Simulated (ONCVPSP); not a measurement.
## Ba (Z = 56) ONCV: all-electron and pseudo phase curves

| Quantity | Value |
| --- | --- |
| Element | Ba |
| Generator | ONCVPSP 4.0.1 |
| Type | optimised norm-conserving Vanderbilt (ONCV) |
| Functional | PBE |
| Relativity | scalar-relativistic |
| Frozen core | [Kr] 4d10 |
| Valence charge | 10 |
| Reference configuration | 5s2 5p6 6s0.5 (charge +1.5) |
| Partial waves | 5s+6s: rc 3.05 bohr, ncon 4, nbas 7, qcut 3 1/bohr, 3 projectors, debl 3.4 Ha; 5p: rc 2.05 bohr, ncon 4, nbas 9, qcut 4.4 1/bohr, 2 projectors, debl 2.7 Ha; d scattering state at 0.33 Ha: rc 2.70 bohr, ncon 5, nbas 7, qcut 3.4 1/bohr, 3 projectors, debl 2.9 Ha |
| Local potential | polynomial inside 1.90 bohr (lpopt 5, dvloc0 1 Ha) |
| Core correction | Teter function, fcfact 2, rcfact 1 |

In the d channel the program set the typed energies aside and used 0.050, 2.950, 5.850 Ha.

The phase is arctan(r·R′/R) of the radial function R(r), unwrapped; energies in Ha, scanned from -3 to 5 Ha. A pole is an energy at which the radial function vanishes at the test radius. The pseudo phase is shifted by a multiple of π to meet the all-electron one at the reference energy, and phase errors are pseudo minus all-electron; the curves can meet again beyond the range given. Levels narrower than the energy grid can be missing from the lists of poles.

```
channel  radius (bohr)  reference energy (Ha)  poles, all-electron      poles, pseudo  unbroken range about the reference energy with phases within 0.05 rad  phase error 1 Ha above the reference energy (rad)
      s           3.09                  -0.37          -1.51, 1.15  -1.51, 1.15, 4.39                                                              below 4.4                                             -0.000
      p           2.08                  -1.01                 0.21               0.21                                                              below 3.0                                             -0.000
      d           2.74                   0.05           0.36, 3.95         0.36, 3.95                                                        the whole range                                             -0.000
```

Note: no bound ghost flagged; GHOST(+) flagged for s at 120.7 eV.

Phases in the d channel:

```json
{"E (Ha)": "-2.98", "all-electron": "1.373", "pseudo": "1.373"}
{"E (Ha)": "-2.54", "all-electron": "1.347", "pseudo": "1.347"}
{"E (Ha)": "-2.10", "all-electron": "1.309", "pseudo": "1.308"}
{"E (Ha)": "-1.66", "all-electron": "1.244", "pseudo": "1.243"}
{"E (Ha)": "-1.22", "all-electron": "1.103", "pseudo": "1.102"}
{"E (Ha)": "-0.78", "all-electron": "0.573", "pseudo": "0.572"}
{"E (Ha)": "-0.34", "all-electron": "-1.030", "pseudo": "-1.030"}
{"E (Ha)": "0.10", "all-electron": "-1.467", "pseudo": "-1.467"}
{"E (Ha)": "0.54", "all-electron": "-1.627", "pseudo": "-1.627"}
{"E (Ha)": "0.98", "all-electron": "-1.772", "pseudo": "-1.772"}
{"E (Ha)": "1.42", "all-electron": "-2.095", "pseudo": "-2.096"}
{"E (Ha)": "1.86", "all-electron": "-3.673", "pseudo": "-3.674"}
{"E (Ha)": "2.30", "all-electron": "-4.398", "pseudo": "-4.398"}
{"E (Ha)": "2.74", "all-electron": "-4.560", "pseudo": "-4.560"}
{"E (Ha)": "3.18", "all-electron": "-4.635", "pseudo": "-4.635"}
{"E (Ha)": "3.62", "all-electron": "-4.683", "pseudo": "-4.683"}
{"E (Ha)": "4.06", "all-electron": "-4.722", "pseudo": "-4.722"}
{"E (Ha)": "4.50", "all-electron": "-4.760", "pseudo": "-4.760"}
{"E (Ha)": "4.94", "all-electron": "-4.807", "pseudo": "-4.807"}
```
